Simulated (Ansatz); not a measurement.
Energy difference R1 → 6 P1 + P2, each structure at its B3LYP-D3(BJ)/def2-TZVP stationary point, reached from a drawn start (curvature not checked).
R1, F6S (SMILES F[S](F)(F)(F)(F)F) (charge 0, multiplicity 1):
```xyz
7

S      0.000     0.000     0.000
F      1.578     0.000     0.000
F     -1.578     0.000     0.000
F      0.000     1.578     0.000
F      0.000    -1.578     0.000
F      0.000     0.000     1.578
F      0.000     0.000    -1.578
```
P1: F atom, charge 0, multiplicity 2.
P2: S atom, charge 0, multiplicity 3.

P less R. No zero-point or thermal terms; singlets are restricted closed shells; open shells are unrestricted; no spin–orbit coupling.

Correlated levels freeze the cores.

Codes used: Ansatz (a quantum-chemistry and plane-wave program) with Gaussian orbitals. All values are computed, each at the level named.

Question: One of these levels gives 366.38 kcal/mol for the reaction energy. Name it.
A. CCSD/cc-pV(D+d)Z
B. revPBE/def2-TZVPP
C. PBE/def2-TZVPP

Answer: A, CCSD/cc-pV(D+d)Z. The others give 510.13 (PBE/def2-TZVPP), 467.30 (revPBE/def2-TZVPP)
